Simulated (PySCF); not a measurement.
Static polarisabilities and like-pair C6 coefficients by linear response at wB97X-D/def2-SVPD (PySCF, frozen core in the response, non-relativistic, gas phase), PBE0-D3(BJ)/def2-SVP geometries, one conformer each; atomic units unless stated.

```tsv
label	species	α	C6
P	`N#C[C@@H]1[SiH2][SiH2]C[C@@H]1F`	104.2	4055
Q	`CSc1csc2cc[nH]c12`	127.9	5848
R	`N#C[Si@@H]1[SiH2]CC[C@H]1F`	102.9	3970
S	`FC[C@H]1CC/C1=C\Cl`	85.3	3074
T	`[C@H]1(C[Si@H](N[SiH2]1)C#C)F`	100.6	3857
U	`C/N=C\c1ccncc1`	95.8	3501
```

Question: Estimate the unlike-pair coefficients by the rule C6(AB) = 2·C6(AA)·C6(BB) / [C6(AA)·αB/αA + C6(BB)·αA/αB], and compare with the geometric mean, for PS, PT, QS, QU, RS, RT, SU and TU.

Answer: 
| pair | combination rule | geometric mean | ratio |
| --- | --- | --- | --- |
| PS | 3524 | 3531 | 0.998 |
| PT | 3955 | 3955 | 1.000 |
| QS | 4225 | 4240 | 0.997 |
| QU | 4523 | 4525 | 0.999 |
| RS | 3487 | 3494 | 0.998 |
| RT | 3913 | 3913 | 1.000 |
| SU | 3276 | 3281 | 0.999 |
| TU | 3675 | 3675 | 1.000 |

The rule is exact for one-pole polarisabilities and never exceeds the geometric mean; the two meet where both partners have the same effective excitation energy. These unlike-pair values are estimates, not computed integrals.
